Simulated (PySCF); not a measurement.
Here is a job for PySCF.
```python
from pyscf import gto, scf, dft

mol = gto.Mole()
mol.atom = '''
    Br   -1.63757191   -0.08958501    0.00510133
    B    -0.01549352    0.82472876   -0.03127262
    Br    1.63978527   -0.02823338   -0.00063381
'''
mol.basis = 'pcseg-1'
mol.spin = 1
mol.verbose = 4
mol.build()

mf = dft.UKS(mol)
mf.xc = 'b3lyp'
mf.kernel()
mf.analyze()
```

Task: What is the computed HOMO energy (B3LYP/pcseg-1 run with PySCF)?

Result: -6.04 eV

Task: Predict the dipole moment from B3LYP/pcseg-1.

Result: 0.50 D

Task: Estimate the number of basis functions that B3LYP/pcseg-1 returns for this input.

Result: 68

Task: Give the total energy at the level B3LYP/pcseg-1.

Result: -5172.6174 Eh

Task: What <S^2> does B3LYP/pcseg-1 give?

Result: 0.753

These values belong to the state on which the SCF converged, which isn't shown to be the lowest.
